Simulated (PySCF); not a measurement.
# Reading the logs of faulty runs: ClGeHO2

All numbers below are calculated, not measured. The program is PySCF 2.14.0, an open-source quantum chemistry code, run on an isolated molecule that a program drew, which may never have been made. The molecule is ClGeHO2 (charge 0, singlet), drawn as the SMILES string `[O]=[Ge]([OH])[Cl]`.

Each row is a Hartree-Fock (HF) and frozen-core CCSD(T) single point in the cc-pV(D+d)Z basis, meant for a local HF minimum. Run 1 is clean. Each other run has one planted mistake out of seven kinds, and not every kind appears here: one electron removed, one electron added, multiplicity raised by two, geometry at a saddle point, minimal basis STO-3G, one bond length entered in bohr, all coordinates scaled. The reference is restricted for singlets and unrestricted otherwise, and also for a bond in bohr. Adding or removing an electron swaps singlet and doublet. Electrons count all cores. HOMO and LUMO are orbital energies over both spins, the gradient is its largest component, and the lowest frequency (negative if imaginary) is given only where the gradient is small. Bond lengths are over the 4 bonds as drawn. T1 is the CCSD diagnostic: over 0.02 (restricted) or 0.045 (unrestricted) a single reference is doubtful. Germanium has the cc-pVDZ-PP basis, with a core potential (ECP10MDF) in place of its 10 inner electrons, and its 3s, 3p and 3d shells are frozen in CCSD(T).

Geometry of the clean run:
```xyz
5
ClGeHO2, angstrom
O     2.2658    0.7573   -1.2528
Ge    1.0055    0.3556   -0.3385
O     0.9738   -0.7493    0.9895
Cl   -0.9739    1.0976   -0.5387
H     0.1333   -0.8641    1.4147
```

| run | electrons | basis functions | <S^2> | HOMO (eV) | LUMO (eV) | gradient (hartree/bohr) | lowest frequency (cm^-1) | mean bond (Å) | longest bond (Å) | T1 | HF (hartree) | CCSD(T) (hartree) | mistake |
|---|---|---|---|---|---|---|---|---|---|---|---|---|---|
| 1 | 66 | 79 | 0.000 | -12.40 | 1.82 | 3.1e-05 | 213 | 1.6020 | 2.123 | 0.0206 | -903.21211 | -903.85197 | no fault |
| 2 | 66 | 79 | 0.000 | -12.44 | 2.62 | 7.4e-02 | - | 1.5299 | 2.028 | 0.0176 | -903.19535 | -903.82133 | all coordinates scaled |
| 3 | 66 | 79 | 1.044 | -10.38 | -1.19 | 7.0e-02 | - | 2.0743 | 4.013 | 0.0388 | -903.11814 | -903.72652 | one bond length entered in bohr |
| 4 | 67 | 79 | 0.765 | 0.09 | 7.75 | 8.5e-02 | - | 1.6020 | 2.123 | 0.0675 | -903.17562 | -903.82170 | one electron added |
| 5 | 65 | 79 | 0.757 | -19.26 | -6.65 | 1.4e-01 | - | 1.6020 | 2.123 | 0.0203 | -902.88033 | -903.46418 | ? |

**Which mistake was planted in run 5, and what did it cost?**

It counts 65 electrons, one fewer than the clean run, at the same geometry and basis. So the mistake is: one electron removed. Subtracting run 1 and multiplying by 627.51 kcal/mol a hartree, the energy moved by 208.2 kcal/mol in HF and 243.3 kcal/mol in CCSD(T).

Cautions from the logs. Run 1: T1 is over the limit, so its CCSD(T) energy is less reliable; run 4: T1 is over the limit, so its CCSD(T) energy is less reliable and the HOMO is above zero, so the electron isn't bound and the energy depends on the basis.
